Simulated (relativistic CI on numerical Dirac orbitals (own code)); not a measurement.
## Radial parameters of Sm²⁰⁺

Calculated at this level of theory: Dirac-Coulomb-Breit CI, separate exchange-only KLI orbitals for each configuration, model QED (radiative potential, 1s self-energy scaled to tabulated hydrogen-like ionisation energies), unscaled Slater integrals (own radial code, finite nucleus).

Slater integrals F^k, G^k are unscaled and averaged over j, outside the closed core [Ar] 3d10; ζ comes from projecting the Hamiltonian with its Breit term on Σ l·s of the shell.

- 4s2 4p6 4d6: F^2(4d,4d) = 170750, F^4(4d,4d) = 115770, ζ(4d) = 19320 cm⁻¹; <r>(4d) = 0.5926, <r^2>(4d) = 0.4014 (bohr units).
- 4s2 4p5 4d7: ζ(4p) = 166730, F^2(4d,4d) = 170740, F^4(4d,4d) = 115760, F^2(4p,4d) = 174700, G^1(4p,4d) = 219900, G^3(4p,4d) = 139660, ζ(4d) = 19250 cm⁻¹; <r>(4p) = 0.5716, <r^2>(4p) = 0.3693, <r>(4d) = 0.5926, <r^2>(4d) = 0.4014 (bohr units).
- 4s2 4p6 4d5 4f: F^2(4d,4d) = 170720, F^4(4d,4d) = 115750, ζ(4d) = 19335, F^2(4d,4f) = 167800, F^4(4d,4f) = 109870, G^1(4d,4f) = 186690, G^3(4d,4f) = 124360, G^5(4d,4f) = 90116, ζ(4f) = 2330.6 cm⁻¹; <r>(4d) = 0.5928, <r^2>(4d) = 0.4016, <r>(4f) = 0.5952, <r^2>(4f) = 0.4067 (bohr units).

Give the Racah parameters of the d shell in 4s2 4p6 4d6.

B = F²/49 − 5F⁴/441 = 2172 cm⁻¹ and C = 35F⁴/441 = 9188 cm⁻¹.

Averages of the first 10 configurations, taken without configuration mixing, which lowers the lowest level and can move excited configurations by several eV; other configurations of the list can lie among them:

```
 Configuration  Parity  States  Average energy above the lowest level (eV)
   4s2 4p6 4d6    even     210                                        14.4
   4s2 4p5 4d7     odd     720                                       150.2
4s2 4p6 4d5 4f     odd    3528                                       155.7
   4s2 4p4 4d8    even     675                                       288.2
    4s 4p6 4d7    even     240                                       246.8
4s2 4p6 4d5 5s    even     504                                       209.7
       4p6 4d8    even      45                                       482.6
 4s 4p6 4d6 4f     odd    5880                                       386.5
4s2 4p6 4d5 5p     odd    1512                                       245.9
4s2 4p6 4d5 5d    even    2520                                       298.3
```
